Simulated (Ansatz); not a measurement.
Total energies of `CP(C(C)(C)C)C(C)(C)C`.

Z-matrix (Å, degrees):
```
C
P 1 1.842
H 1 1.090 2 109.3
H 1 1.092 2 108.7 3 116.6
H 1 1.093 2 114.2 3 -122.2
C 2 1.887 1 101.4 3 76.4
C 2 1.889 1 100.5 3 -170.4
C 6 1.522 2 117.0 1 65.3
C 6 1.531 2 105.1 1 -55.6
C 6 1.529 2 108.0 1 -170.3
C 7 1.532 2 104.1 1 82.1
C 7 1.525 2 109.7 1 -162.5
C 7 1.525 2 116.4 1 -37.3
H 8 1.091 6 112.0 2 68.4
H 8 1.093 6 112.2 2 -53.6
H 8 1.096 6 109.6 2 -172.7
H 9 1.091 6 112.1 2 73.0
H 9 1.094 6 111.6 2 -48.6
H 9 1.095 6 109.4 2 -167.7
H 10 1.096 6 109.6 2 172.2
H 10 1.090 6 112.5 2 -68.1
H 10 1.093 6 111.0 2 52.9
H 11 1.092 7 111.3 2 58.8
H 11 1.093 7 112.1 2 -62.2
H 11 1.095 7 109.6 2 178.6
H 12 1.093 7 111.6 2 -47.6
H 12 1.091 7 112.1 2 74.1
H 12 1.095 7 109.5 2 -166.9
H 13 1.096 7 109.4 2 177.1
H 13 1.092 7 111.9 2 58.6
H 13 1.090 7 112.6 2 -63.4
```

Charge 0, multiplicity 1. Geometry: relaxed with PBE0-D4/def2-TZVP. Basis def2-TZVPP, Ansatz.

RPA on PBE orbitals: Hartree–Fock energy of these orbitals -693.80495 Eh, correlation -2.98554 Eh (frozen core).

```
             functional  energy without D4 (Eh)  D4 term (kJ/mol)
            LDA (SPW92)              -692.45752                 –
                    PBE              -696.42310             -94.1
                 revPBE              -696.90500            -281.7
                   BLYP              -696.85354            -201.1
                 r2SCAN              -696.85322             -26.9
                 B97M-V              -697.04142                 –
                   PBE0              -696.52921             -81.0
                  B3LYP              -697.13293            -148.0
                r2SCANh              -696.84146             -28.2
                r2SCAN0              -696.82587             -30.8
HSE06 (plane-wave form)              -696.49885             -75.4
                  BHLYP              -696.86022            -107.7
              CAM-B3LYP              -696.89065             -82.0
                LC-ωPBE              -696.78970                 –
                ωB97X-V              -696.96574                 –
                ωB97M-V              -696.87575                 –
                 B2PLYP              -696.62712                 –
               PBE-QIDH              -696.41069                 –
```

B3LYP takes the VWN-RPA correlation (the form of Gaussian; ORCA's B3LYP/G). HSE06 is the plane-wave form, built on full-range PBE exchange. The double hybrids freeze the cores in their second-order part.

LC-ωPBE has ω = 0.4 bohr⁻¹.
